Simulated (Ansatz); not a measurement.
Reaction (formal exchange of groups at a C–Ge bond): `[CH3][GeH2][Se]C` + `[SiH3][AlH][Br]` → `[CH3][Al]([SiH3])[Br]` + `C[Se][GeH3]`

Isolated molecules relaxed with PBE0-D4/def2-TZVP in Ansatz; ΔE leaves out vibrations. CCSD(T)/CBS is the MP2 limit (def2-TZVPP, def2-QZVPP) plus CCSD(T) − MP2 in def2-TZVPP, frozen cores. Functionals use def2-TZVPP. B3LYP here is the variant with VWN-RPA as its local correlation; programs differ in this. For Br, Ge, Se outer-core shells are correlated without core-valence functions, which leaves a few kJ/mol of doubt a bond. Scalar relativity is left out up to krypton. One conformer a species, not always the lowest.

| level | ΔE (kJ/mol) | difference from CCSD(T)/CBS |
| --- | --- | --- |
| PBE-D4 | -18.2 | -5.0 |
| ωB97X-V | -14.5 | -1.3 |
| ωB97M-V | -16.9 | -3.7 |
| PBE | -19.5 | -6.3 |
| B3LYP | -18.4 | -5.2 |
| SCS-MP2/def2-TZVPP | -10.0 | 3.2 |
| CCSD(T)/def2-TZVPP | -11.8 | 1.4 |
| MP2/def2-QZVPP | -11.9 | 1.3 |
| HF/CBS(def2) | -12.8 | 0.4 |
| MP2/CBS(def2) | -12.2 | 1.0 |
| CCSD(T)/CBS | -13.2 | 0 |

Largest T1 diagnostic among the species: 0.010.
